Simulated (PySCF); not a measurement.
A side-by-side comparison of computed properties.

First species: C8H10.
SMILES: `C=C[C@@H]1[C@@H]2C[C@H]3[C@@H]2[C@@H]13`

Second species: C₄H₇F.
SMILES: `C/C=C(\C)F`

Levels: CAM-B3LYP/def2-SVPD for dipole moment, HOMO energy, LUMO energy, HOMO–LUMO gap, static isotropic polarisability and electronic spatial extent ⟨r²⟩ about the centre of nuclear charge; TDDFT CAM-B3LYP/def2-SVPD for lowest singlet excitation; PBE0-D3(BJ)/def2-SVP for rotational constant A and rotational constant C. Geometries: PBE0-D3(BJ)/def2-SVP. Each species is one conformer at its optimised geometry, gas phase, non-relativistic unless stated; the electronic structure was computed with PySCF and density fitting.

Dipoles, sizes and rotational constants follow the conformer. The torsions of the flexible species, by atom-mapped SMILES:
- `[CH2:1]=[CH:2][C@@H:3]1[C@@H:4]2[CH2:5][C@H:6]3[C@@H:7]2[C@@H:8]13`: C1–C2–C3–C4 -123°

| property | column X | column Y |
| --- | --- | --- |
| dipole moment | 1.84 D | 0.56 D |
| HOMO energy | -8.22 eV | -8.61 eV |
| LUMO energy | 1.37 eV | 1.24 eV |
| HOMO–LUMO gap | 9.59 eV | 9.85 eV |
| lowest singlet excitation | 6.63 eV | 6.95 eV |
| static isotropic polarisability | 52.1 au | 86.3 au |
| electronic spatial extent ⟨r²⟩ about the centre of nuclear charge | 484 bohr² | 912 bohr² |
| rotational constant A | 8.674 GHz | 4.917 GHz |
| rotational constant C | 2.632 GHz | 1.505 GHz |

Problem. Which column belongs to which species?

Solution. Column X is the second species and column Y the first. The first has 18 atoms and 58 electrons, the second 12 and 40.

Problem. How does each property change from the first species to the second?

Solution. dipole moment +1.28 D; HOMO energy +0.39 eV; LUMO energy +0.13 eV; HOMO–LUMO gap -0.26 eV; lowest singlet excitation -0.32 eV; static isotropic polarisability -34.2 au; electronic spatial extent ⟨r²⟩ about the centre of nuclear charge -428 bohr²; rotational constant A +3.757 GHz; rotational constant C +1.127 GHz.

On the first: The polarisability is 12.79 Å³ as a volume (1 au = 0.148185 Å³), or 1.49 au for each of the 58 electrons. The principal polarisabilities are 74.0, 78.3 and 106.5 au; their mean is the isotropic value.

On the second: S1 lies 2.96 eV below the HOMO–LUMO gap; its leading configuration is HOMO→LUMO, weight 0.92. The polarisability is 7.73 Å³ as a volume (1 au = 0.148185 Å³), or 1.30 au for each of the 40 electrons.
